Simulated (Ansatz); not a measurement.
CH5InO2 (`[CH3][In]([OH])[OH]`), charge 0, multiplicity 1.

(1) Give a relaxed structure at PBE0-D4/def2-TZVP (Ansatz). (An estimate is asked.)

## Answers

(1) Computed: 
Z-matrix (Å, degrees):
```
C
In 1 2.127
H 1 1.090 2 109.8
H 1 1.090 2 109.5 3 119.6
H 1 1.089 2 109.4 3 -120.5
O 2 1.981 1 124.7 3 127.7
O 2 1.993 1 129.1 3 -52.4
H 6 0.961 2 111.0 1 179.9
H 7 0.959 2 114.4 1 0.1
```
This is one stationary point; other conformers may exist.
